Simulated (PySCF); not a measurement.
Species: C2H9BSSi2.
Structure used (PBE0-D3(BJ)/def2-SVP), in Å, numbered top down from 1:
```xyz
15
C2H9BSSi2 angstrom
C     -2.5437   -1.7574   -0.0734
C     -2.0246   -0.5494   -0.3519
B     -0.5101   -0.1936   -0.2622
Si     0.0843    1.7023   -0.6677
S      0.6122   -1.5134    0.2511
Si     2.5930   -0.6497    0.2308
H     -3.6165   -1.9643   -0.1482
H     -1.9081   -2.5931    0.2420
H     -2.7241    0.2368   -0.6642
H      1.3683    1.7616   -1.4382
H     -0.9598    2.4368   -1.4507
H      0.3079    2.4542    0.6107
H      3.4576   -1.6478    0.9217
H      3.0756   -0.4450   -1.1644
H      2.6084    0.6441    0.9723
```

Method: PySCF, PBE0-D3(BJ)/def2-SVP geometry optimisation, gas phase.

Take the most abundant isotopes and a rigid rotor. The values belong to one conformer with, in the numbering `[CH2:1]=[CH:2][B:3]([SiH3:4])[S:5][SiH3:6]`, C1–C2–B3–Si4 -178°, C2–B3–S5–Si6 179°.

Question: Give the principal moments of inertia and the rotational constants in cm⁻¹.

Answer: Ia = 239.12, Ib = 386.98, Ic = 614.21 u·Å²; 505379 MHz·u·Å²/I gives 2113, 1306 and 822.8 MHz, that is A = 0.07050, B = 0.04356, C = 0.02745 cm⁻¹.

Question: What kind of rotor is it?

Answer: An asymmetric top. Ray's parameter κ = (2B − A − C)/(A − C) = -0.251; −1 is the prolate and +1 the oblate limit.

Question: What does the inertial defect say?

Answer: Not planar: Δ = Ic − Ia − Ib = -11.90 u·Å². For a rigid frame Δ = −2 Σ m c², so Σ m c² = 5.95 u·Å² lies off the ab plane: 5.93 from hydrogen and 0.02 from heavier atoms. The atom farthest from that plane is 1.40 Å away.

Question: List the rotational levels J(Ka,Kc) to J = 2 (MHz).

Answer: Above 0(0,0):
J = 1: 1(0,1) 2129, 1(1,1) 2936, 1(1,0) 3419
J = 2: 2(0,2) 6226, 2(1,2) 6711, 2(1,1) 8160, 2(2,1) 10583, 2(2,0) 10743
The levels of one J sum to (2J + 1)J(J + 1)(A + B + C)/3.

Question: Which lines would a microwave search look for?

Answer: The dipole components are |μa| = 0.30 D, |μb| = 0.50 D, |μc| = 0.03 D. Intensities carry the squares of the components, which stand as 0.36 : 1.00 : 0.00 (a : b : c). Some lines, for components of 0.1 D or more:

```csv
type,branch,"J(Ka,Kc)",MHz,lower level (cm⁻¹)
b,Q,"3(2,1) ← 3(1,2)",2535,0.505
b,R,"1(1,1) ← 0(0,0)",2936,0.000
b,Q,"4(2,2) ← 4(1,3)",2942,0.807
b,Q,"3(1,2) ← 3(0,3)",3088,0.402
a,Q,"4(1,3) ← 4(1,4)",4599,0.653
b,R,"4(2,2) ← 3(3,1)",4829,0.744
b,Q,"4(2,3) ← 4(1,4)",5765,0.653
a,R,"3(1,2) ← 2(1,1)",6987,0.272
a,R,"4(0,4) ← 3(0,3)",7445,0.402
a,R,"4(2,3) ← 3(2,2)",8387,0.566
b,R,"3(2,2) ← 2(1,1)",8809,0.272
b,R,"4(3,2) ← 3(2,1)",13377,0.590
b,R,"4(3,1) ← 3(2,2)",14323,0.566
b,R,"4(4,1) ← 3(3,0)",15863,0.745
```

Stationary, but not proved a minimum. Constants of a rigid frame at the computed geometry: no zero-point averaging, no centrifugal distortion. A rigid rotor knows nothing of internal rotation, which can split or shift real lines. Quadrupole hyperfine structure (11B) is left out.
